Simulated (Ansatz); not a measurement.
A made-up structure of H2TeO, singlet:

```
4
angstrom
O -0.4789 -0.6825 0.6578
Te 0.4261 1.0097 0.2425
H 0.7511 1.6430 1.7753
H -0.0725 1.0731 -1.3472
```

It is relaxed with PBE-D4/def2-SVP and then PBE0-D4/def2-TZVP (Ansatz 0.2.0). Atoms count as bonded within 1.22 times the sum of their covalent radii (H–H: 0.88 Å). The end point is not checked to be a true minimum.

Question: Does its bonding change? (A judgement: the text doesn't fix the answer.)

Answer: The calculation gives: No: no bond forms or breaks.

Where it ends: The first stage lowers the energy by 2.48 eV in 8 steps. It ends as H₂TeO ([O][TeH2]):
```xyz
4
angstrom
O -0.4743 -0.7269 0.7201
Te 0.7326 0.5174 0.2258
H 0.4630 1.7994 1.3086
H -0.0955 1.4533 -0.9262
```

Labels in which every atom is bracketed show which atoms are joined, not bond orders.

For scale, one of the runs: PBE0-D4/def2-TZVP relaxation, 93 basis functions, launched by `ansatz run in.yaml --threads 2 --pin off --events-out ev --progress --plain --max-ram 4352MiB`. Hardware: 2 CPU threads of an Intel Xeon 6975P-C, shared host. Wall time about 5.5 s.
